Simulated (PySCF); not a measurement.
# Manganese: highly charged ions in a basis for the neutral atom

Mn²³⁺ 1s2, Mn²⁴⁺ 1s1. Computed with PySCF 2.14 in cc-pVDZ, with the non-relativistic Hamiltonian (point nucleus). No spin-orbit coupling, so a gap to NIST mixes the basis error with missing relativistic terms.

Changed run: basis of the neutral atom used for a highly charged ion. This setting is unsound on purpose.

```
species  method  sound run (hartree)  changed run (hartree)  converged
  Mn²³⁺     UHF              not run             -609.47053        yes
  Mn²³⁺     PBE              not run             -609.20815        yes
  Mn²³⁺    PBE0              not run             -609.28568        yes
  Mn²⁴⁺     UHF              not run             -312.42276        yes
  Mn²⁴⁺     PBE              not run             -312.26935        yes
  Mn²⁴⁺    PBE0              not run             -312.30917        yes
```

Ionisation energy of Mn²³⁺:

```
method  changed run (eV)  NIST (eV)
   UHF            8083.1     8140.8
   PBE            8080.1     8140.8
  PBE0            8081.1     8140.8
```

The contracted functions were made for the neutral atom and can be too rigid for a highly charged ion.
